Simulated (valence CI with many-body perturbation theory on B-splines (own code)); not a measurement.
## Questions on Bi LXXIX

Calculated by relativistic CI+MBPT: three valence electrons over a frozen Dirac-Fock core [He], radial functions for each j: 9 s, 9 p, 8 d, 6 f, 3 g, 1 h, with the one-electron correlation potential Σ1 (screened to all orders), the two-electron term Σ2, the three-electron term Σ3, Breit, model QED; selected single and double excitations, second order for the rest, scaled by the run's own slope (own B-spline code, finite nucleus).

No measured spectrum was set against this ion. As an estimate, large intervals hold to a few tenths of a per cent, small ones and those within an open d or f shell to about a per cent.

Levels are named by their leading jj configuration (3d3/2^4 stands for four electrons in 3d with j = 3/2), which in mixed levels can hold well under half, so a name can repeat and another be missing.

Rates and lifetimes use the calculated energies. Strong lines usually hold to 10 to 20 %, long lifetimes can be off by a factor of two.

**Question.** What is the ground level?

**Answer.** (2s^2 2p1/2) J=1/2, composition 100 % 2s2 2p 2P°, g = 0.600.

**Question.** Among levels below 15687 eV, which E1 lines absorb most strongly from the ground level?

**Answer.** to (2s^2 3d3/2) J=3/2 at 0.08330 nm, f = 0.531; to (2s 2p1/2 2p3/2) J=3/2 at 0.4335 nm, f = 0.213; to (2s 2p1/2 3p1/2) J=3/2 at 0.08658 nm, f = 0.191.

**Question.** What is the ionisation energy?

**Answer.** 24633 eV; NIST lists 24640 ± 120 eV (theoretical).

**Question.** Where does the other parity begin?

**Answer.** At (2s 2p1/2^2) J=1/2, 334 eV.

**Question.** Name the longest-lived excited levels whose lifetime is computed, and their main decay.

**Answer.** (2s 2p1/2 2p3/2) J=5/2 at 2771 eV lives 81.1 ps, mostly by E1 to (2s^2 2p3/2) J=3/2; (2s 2p1/2^2) J=1/2 at 334 eV lives 28.2 ps, mostly by E1 to (2s^2 2p1/2) J=1/2; (2s^2 2p3/2) J=3/2 at 2492 eV lives 4.62 ps, mostly by E1 to (2s 2p1/2^2) J=1/2.
